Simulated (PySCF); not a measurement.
Simulation results for AlB₂H₄O, CH₅BNO, CH₆BOSi, BClH₃OSi

Computed with PySCF 2.14.0. Calculation on a computer-drawn molecule: the log of a Hartree-Fock and frozen-core CCSD(T) single point meant for a local Hartree-Fock minimum, with one planted fault or none, to be diagnosed. Offsets are logged minus clean, where the clean run is the same molecule without the fault. The reference is restricted for singlets and unrestricted otherwise, and also for a bond in bohr or an excited solution. Adding or removing an electron swaps singlet and doublet. The excited solution moves the top pair (singlet) or top alpha electron (doublet) to the lowest empty orbital. Highest occupied and lowest empty are orbital energies over both spins, largest force is the largest gradient component, triples share is (T) over the correlation energy, the T1 limit is 0.02 restricted and 0.045 unrestricted, electrons count all cores, a negative frequency is imaginary (commonest isotopes), and the dipole is about the centre of nuclear charge.

Common to all runs: logged SCF converged yes; possible faults no fault, one electron removed, one electron added, multiplicity raised by two, geometry at a saddle point, SCF held on an excited solution, minimal basis STO-3G, one bond length entered in bohr, all coordinates scaled.

(1) 
```xyz
8
formula=AlB2H4O meant_charge=1 meant_multiplicity=1 meant_basis=cc-pV(D+d)Z logged_electrons=34 logged_basis_functions=85 logged_spin_squared=0 logged_highest_occupied=-10.242 logged_lowest_empty=-13.332 logged_largest_force=0.13116 logged_CC_converged=no logged_dipole_magnitude=4.5985 logged_SCF_stable_within_its_kind=no logged_energy_HF=-367.70439 planted_fault=SCF_held_on_an_excited_solution HF_energy_offset_from_clean_run=363.9
B     -1.9003     1.8104     0.8099
O     -0.5190     1.6702     0.4430
B      0.6658     1.5493     0.1283
Al     2.8208     1.3286    -0.4436
H     -2.4382     0.8118     1.1436
H     -2.3344     2.9075     0.7344
H      2.9692     1.0251    -1.9594
H      3.7487     1.5216     0.7866
```

Units: logged_highest_occupied, logged_lowest_empty in eV; logged_largest_force in hartree/bohr; logged_dipole_magnitude in debye; logged_energy_HF in hartree; HF_energy_offset_from_clean_run in kcal/mol.

Drawn bonds:
```tsv
atom	other atom	order
1	2	1
2	3	1
3	4	1
1	5	1
1	6	1
4	7	1
4	8	1
```

Notes: CCSD not converged.

(2) 
```xyz
9
formula=CH5BNO meant_charge=0 meant_multiplicity=2 meant_basis=cc-pVDZ logged_electrons=31 logged_basis_functions=81 logged_spin_squared=0.758 logged_highest_occupied=-8.5948 logged_lowest_empty=3.2907 logged_largest_force=6.111e-06 logged_lowest_frequency=66.066 logged_T1_diagnostic=0.019609 logged_D1_diagnostic=0.084613 logged_triples_share=0.026615 logged_CC_converged=yes logged_dipole_magnitude=2.2701 logged_SCF_stable_within_its_kind=yes logged_energy_HF=-194.76697 logged_energy_CCSD(T)=-195.37821 planted_fault=no_fault HF_energy_offset_from_clean_run=0 CCSD(T)_energy_offset_from_clean_run=0
B     -2.8501    -1.4437     0.1652
O     -1.5175    -1.5574     0.0251
C     -0.6630    -0.4944    -0.1532
N     -0.7147     0.5038     0.8314
H     -3.3918    -0.3691     0.1322
H     -3.4734    -2.4562     0.3130
H      0.3335    -0.8349    -0.4074
H     -1.5881     1.0016     0.8322
H      0.0275     1.1678     0.7066
```

Units: logged_highest_occupied, logged_lowest_empty in eV; logged_largest_force in hartree/bohr; logged_lowest_frequency in cm⁻¹; logged_dipole_magnitude in debye; logged_energy_HF, logged_energy_CCSD(T) in hartree; HF_energy_offset_from_clean_run, CCSD(T)_energy_offset_from_clean_run in kcal/mol.

Drawn bonds:
```tsv
atom	other atom	order
1	2	1
2	3	1
3	4	1
1	5	1
1	6	1
3	7	1
4	8	1
4	9	1
```

(3) 
```xyz
10
formula=CH6BOSi meant_charge=0 meant_multiplicity=2 meant_basis=cc-pV(D+d)Z logged_electrons=39 logged_basis_functions=95 logged_spin_squared=0.7659 logged_highest_occupied=-9.6655 logged_lowest_empty=2.3805 logged_largest_force=0.035673 logged_T1_diagnostic=0.019923 logged_D1_diagnostic=0.09065 logged_triples_share=0.028227 logged_CC_converged=yes logged_dipole_magnitude=1.2072 logged_SCF_stable_within_its_kind=yes logged_energy_HF=-429.80209 logged_energy_CCSD(T)=-430.36565 planted_fault=all_coordinates_scaled,by_+5.9_% HF_energy_offset_from_clean_run=17.92 CCSD(T)_energy_offset_from_clean_run=11.81
B     -2.3973    -1.9697    -2.7491
O     -1.8132    -1.8952    -1.4456
C     -0.6961    -1.0344    -1.1088
Si    -0.0269    -1.0764     0.7448
H     -1.9391    -1.2546    -3.6975
H     -3.3706    -2.7670    -2.8996
H     -0.2888    -0.3937    -1.9730
H      0.4773    -2.5118     1.1259
H     -1.1538    -0.6654     1.7551
H      1.1615    -0.0580     0.8348
```

Units: logged_highest_occupied, logged_lowest_empty in eV; logged_largest_force in hartree/bohr; logged_dipole_magnitude in debye; logged_energy_HF, logged_energy_CCSD(T) in hartree; HF_energy_offset_from_clean_run, CCSD(T)_energy_offset_from_clean_run in kcal/mol.

Drawn bonds:
```tsv
atom	other atom	order
1	2	1
2	3	1
3	4	1
1	5	1
1	6	1
3	7	1
4	8	1
4	9	1
4	10	1
```

(4) 
```xyz
7
formula=BClH3OSi meant_charge=1 meant_multiplicity=1 meant_basis=cc-pV(D+d)Z logged_electrons=46 logged_basis_functions=89 logged_spin_squared=0 logged_highest_occupied=-17.811 logged_lowest_empty=-4.7664 logged_largest_force=8.716e-06 logged_lowest_frequency=-104.83 logged_T1_diagnostic=0.013997 logged_D1_diagnostic=0.046347 logged_triples_share=0.025311 logged_CC_converged=yes logged_dipole_magnitude=2.9665 logged_SCF_stable_within_its_kind=yes logged_energy_HF=-849.56306 logged_energy_CCSD(T)=-850.08889
B     -1.5369     0.0595     0.0000
O     -0.1450     0.3641     0.0000
Si     1.3392    -0.0894     0.0000
Cl     2.7436     1.2609     0.0000
H     -2.2678     0.9905     0.0000
H     -1.8367    -1.0909     0.0000
H      1.7036    -1.4947     0.0000
```

Units: logged_highest_occupied, logged_lowest_empty in eV; logged_largest_force in hartree/bohr; logged_lowest_frequency in cm⁻¹; logged_dipole_magnitude in debye; logged_energy_HF, logged_energy_CCSD(T) in hartree.

Drawn bonds:
```tsv
atom	other atom	order
1	2	1
2	3	1
3	4	1
1	5	1
1	6	1
3	7	1
```

(5) 
```xyz
7
formula=BClH3OSi meant_charge=1 meant_multiplicity=1 meant_basis=cc-pV(D+d)Z logged_electrons=46 logged_basis_functions=89 logged_spin_squared=0 logged_highest_occupied=-17.789 logged_lowest_empty=-4.5231 logged_largest_force=1.308e-05 logged_lowest_frequency=86.972 logged_T1_diagnostic=0.015347 logged_D1_diagnostic=0.05415 logged_triples_share=0.025516 logged_CC_converged=yes logged_dipole_magnitude=2.5102 logged_SCF_stable_within_its_kind=yes logged_energy_HF=-849.56705 logged_energy_CCSD(T)=-850.09391
B     -0.0356     1.6614    -1.8177
O     -0.5860     1.4340    -0.5347
Si    -1.0807     1.1224     0.8906
Cl     0.0208     0.0916     2.1294
H      0.6141     2.6452    -1.9414
H     -0.2815     0.8479    -2.6442
H     -2.3814     1.6046     1.3090
```

Units: logged_highest_occupied, logged_lowest_empty in eV; logged_largest_force in hartree/bohr; logged_lowest_frequency in cm⁻¹; logged_dipole_magnitude in debye; logged_energy_HF, logged_energy_CCSD(T) in hartree.

Drawn bonds:
```tsv
atom	other atom	order
1	2	1
2	3	1
3	4	1
1	5	1
1	6	1
3	7	1
```

**Q.** Give the missing planted fault for BClH₃OSi (entry 4).
**A.** geometry at a saddle point

**Q.** Which fault was planted in the run of BClH₃OSi (entry 5)?
**A.** no fault

Further results for BClH₃OSi (entry 4):

- HF energy offset from clean run: 2.509 kcal/mol
- CCSD(T) energy offset from clean run: 3.147 kcal/mol

Further results for BClH₃OSi (entry 5):

* HF energy offset from clean run: 0 kcal/mol
* CCSD(T) energy offset from clean run: 0 kcal/mol
